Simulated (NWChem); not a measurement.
System: NH₃SeO; SMILES [Se](N)O

```xyz
6

Se     0.4081     0.0040    -0.0059
O     -0.6997    -1.4742    -0.0714
H     -0.8812    -1.7076     0.8551
N     -0.6955     1.4668    -0.0072
H     -1.2782     1.5499     0.8209
H     -1.2514     1.5496    -0.8538
```
Atoms are numbered in this order, from 1.

Computed with NWChem. Geometry: optimised at B3LYP/6-31G* (spherical d). Level M06-L/def2-SVP: energy and gradient on several grids; changes count from the extra-fine grid, which is no exact limit either.

```csv
grid,size of the energy change (μHa),largest change of a gradient component (μHa/bohr),"time, medium = 1 (rough)"
xcoarse,10000,2000,about 1
coarse,20,400,about 1
medium,30,90,about 1
fine,< 10,< 30,about 1
xfine,< 10,< 30,2
```
